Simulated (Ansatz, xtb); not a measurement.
## C2H5CaF: which of two structures lies lower

Structure a is a singlet given by its coordinates and structure b is a singlet given by its coordinates. Both are isolated molecules in the gas phase, relaxed with B3LYP-D3(BJ)/def2-SVP.

a (Å):

```xyz
9

C    -3.0251   -1.4875   -0.9897
C    -1.9388   -0.4188   -1.2189
Ca    0.3387   -1.2417   -1.0009
F     2.1201   -0.4168   -1.1342
H    -4.0640   -1.1112   -1.0884
H    -2.9637   -1.9368    0.0203
H    -2.9418   -2.3289   -1.7044
H    -2.0817    0.0355   -2.2208
H    -2.1036    0.4236   -0.5162
```

Close contacts (Å): C1–C2 1.54, C2–Ca3 2.43, Ca3–F4 1.97, C1–H5 1.11, C1–H6 1.11, C1–H7 1.11, C2–H8 1.11, C2–H9 1.11.

b (Å):

```json
{"atom": "C", "x (Å)": "-2.2378", "y (Å)": "-0.1912", "z (Å)": "-0.3696"}
{"atom": "C", "x (Å)": "-2.3601", "y (Å)": "-1.3474", "z (Å)": "-1.3769"}
{"atom": "Ca", "x (Å)": "-1.3360", "y (Å)": "1.8489", "z (Å)": "-1.3332"}
{"atom": "F", "x (Å)": "-0.7425", "y (Å)": "2.2577", "z (Å)": "-3.1626"}
{"atom": "H", "x (Å)": "-1.6113", "y (Å)": "-0.5155", "z (Å)": "0.4878"}
{"atom": "H", "x (Å)": "-3.2321", "y (Å)": "0.0092", "z (Å)": "0.0822"}
{"atom": "H", "x (Å)": "-1.3834", "y (Å)": "-1.6173", "z (Å)": "-1.8186"}
{"atom": "H", "x (Å)": "-3.0165", "y (Å)": "-1.0884", "z (Å)": "-2.2277"}
{"atom": "H", "x (Å)": "-2.7713", "y (Å)": "-2.2819", "z (Å)": "-0.9436"}
```

Close contacts (Å): C1–C2 1.54, C1–Ca3 2.43, Ca3–F4 1.97, C1–H5 1.11, C1–H6 1.11, C2–H7 1.11, C2–H8 1.11, C2–H9 1.11.

Question: Which of the two would you expect CCSD(T)/def2-TZVP electronic energies to favour?

Answer: Too close to call at this level: CCSD(T)/def2-TZVP gives E(b) − E(a) = +0.001 eV.

The same difference at several levels:

| level | geometry | E(b) − E(a) (eV) | departure from the last row (eV) | job, with rough time for the two |
| --- | --- | --- | --- | --- |
| B3LYP-D3(BJ)/def2-SVP | B3LYP-D3(BJ)/def2-SVP | −0.007 | −0.008 | optimisation, 47 s |
| HF/def2-TZVP | B3LYP-D3(BJ)/def2-SVP | +0.010 | +0.009 | part of the CCSD(T) run |
| MP2/def2-TZVP | B3LYP-D3(BJ)/def2-SVP | −0.002 | −0.003 | part of the CCSD(T) run |
| CCSD(T)/def2-TZVP | B3LYP-D3(BJ)/def2-SVP | +0.001 |  | single point, 79 s |

The largest departure from CCSD(T)/def2-TZVP is that of HF/def2-TZVP, 0.009 eV. Levels run at GFN2-xTB geometries aren't shown.

With harmonic frequencies from B3LYP-D3(BJ)/def2-SVP (ideal gas, rigid rotor, one conformer each, 298.15 K, 1 atm): on the last row, ΔE + ΔZPE = +0.005 eV. A mode under 50 cm⁻¹ makes harmonic enthalpies and free energies unreliable, so none is given.

The correlated steps freeze 8 core orbitals; the last core shell of Ca is correlated, in a basis made for valence electrons. Run with Ansatz 0.2.0; the last row on 2 threads of Arm Neoverse V2 on a shared host.
